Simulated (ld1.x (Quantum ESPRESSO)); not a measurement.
**mercury (Hg), TM: configuration errors across variants**

ld1.x (Quantum ESPRESSO) 7.5 input, shortened:

```
&input
   title='Hg', zed=80., rel=1, dft='PBE', iswitch=3,
   config='[Xe] 4f14 5d10 5f-2 6s0 6p0'
 /
 &inputp
   pseudotype=2, tm=.true., lloc=0,
   nlcc=.true., new_core_ps=.true.
 /
4
5P  2  1   6.00   0.00  1.60  1.60  0.0
5D  3  2  10.00   0.00  2.10  2.10  0.0
5F  4  3  -2.00  -0.05  1.85  1.85  0.0
5S  1  0   2.00   0.00  1.10  1.10  0.0
 &test
   configts(1)='5s2 5p6 5d10 6s0 6p0'
 /
```

All-electron excitation energies from the reference (eV): (1) 5s2 5p6 5d10 6s2 6p0 -29.663; (2) 5s2 5p6 5d10 6s1 6p0 -18.975; (3) 5s2 5p6 5d9 6s0 6p0 35.526; (4) 5s2 5p6 5d8 6s0 6p0 85.282; (5) 5s2 5p6 5d10 6s1.5 6p0 -25.306; (6) 5s2 5p6 5d10 6s0 6p2 -17.087; (7) 5s2 5p5 5d10 6s2 6p0 43.611.

The default core radius of the base comes out at 0.72 bohr.

Tests that are not counted but printed errors over 1 eV. “local potential the p channel”: 5s2 5p6 5d10 6s1.5 6p0 (solver errors, printed error -3218 eV); 5s2 5p5 5d10 6s2 6p0 (solver errors, printed error -2989 eV); 2 more.

2 further variants failed, have other tests or too few solved ones, and are left out.

A true bound ghost makes a file unfit for plane-wave use even where its test errors are small: the radial tests pick states by their node count and pass the ghost by. Where a test does run into it, the solver fails or the error is huge.

Errors AE − PS in meV (a dash: test not solved or not reliable):

```tsv
change	(1)	(2)	(3)	(4)	(5)	(6)	(7)	bound ghosts
base	+707	+427	-6.6	-10	+584	+177	+894	none
local potential the p channel	–	–	-9.0	-19	–	+536	–	s
wave 5f channel at -0.05 Ry: rc 1.85 bohr becomes 5f channel at -0.05 Ry: rc 2.50 bohr	+707	+427	-6.6	-10	+584	+177	+894	none
wave 5s (bound): rc 1.10 bohr becomes 5s (bound): rc 1.00 bohr	+360	+218	-6.6	-10	+298	+167	+375	none
wave 5f channel at -0.05 Ry: rc 1.85 bohr becomes 5f channel at 0.01 Ry: rc 1.85 bohr	+707	+427	-6.6	-10	+584	+177	+894	none
wave 5p (bound): rc 1.60 bohr becomes 5p (bound): rc 1.66 bohr	+707	+427	-6.5	-9.6	+584	+201	+882	none
wave 5d (bound): rc 2.10 bohr becomes 5d (bound): rc 1.96 bohr	+707	+427	-7.6	-17	+584	+177	+903	none
```

Q: Give the same row for: core correction Bessel-smoothed model core inside 1.06 bohr.

A: +708, +427, -6.7, -11, +585, +177, +893; bound ghosts: none.
